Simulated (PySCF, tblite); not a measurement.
Isomers of C4H9ClO2Si, one GFN2-xTB conformer each. Single-point energies are computed at PBE0/pcSseg-1 (PySCF, gas phase, no added dispersion term), electronic only.

**Question.** Rank them by PBE0/pcSseg-1 energy, lowest first (kcal/mol).
A. `[SiH3:1][O:2][C@:3]1([CH2:4][Cl:5])[CH2:6][CH2:7][O:8]1` with Si1–O2–C3–C4 -129°, O2–C3–C4–Cl5 -177°
B. `[OH:1][Si:2]([OH:3])([CH2:4][Cl:5])[CH:6]1[CH2:7][CH2:8]1` with H–O1–Si2–O3 -45°, O1–Si2–O3–H -168°, O1–Si2–C4–Cl5 173°, O1–Si2–C6–C7 -169°

**Answer.** B (0.0), A (54.1).

As drawn, the lower has a three-membered ring, an O–H bond and an Si–C bond, which the higher lacks; the higher has a four-membered ring, which the lower lacks. GFN2-xTB itself gives, in the same order: 0.0, 4.5. Both levels put the same isomer lowest.

**Question.** Which frontier levels, dipoles and rotational constants go with these structures?

**Answer.** 
| SMILES | HOMO (eV, PBE0/pcSseg-1) | LUMO (eV) | dipole (D) | A, B, C (MHz) |
| --- | --- | --- | --- | --- |
| O[Si](O)(CCl)C1CC1 | -7.62 | 0.59 | 1.65 | 1648, 1159, 841.5 |
| [SiH3]O[C@]1(CCl)CCO1 | -7.91 | 0.37 | 1.59 | 2797, 920.0, 800.9 |

**Question.** What happens when harmonic zero-point energies from GFN2-xTB frequencies are added?

**Answer.** 
```
               SMILES  ZPE (kcal/mol)  electronic (kcal/mol)  with ZPE (kcal/mol)
   O[Si](O)(CCl)C1CC1            79.6                    0.0                  0.0
[SiH3]O[C@]1(CCl)CCO1            76.5                   54.1                 51.0
```

The zero-point energies span 3.1 kcal/mol. The order is unchanged.
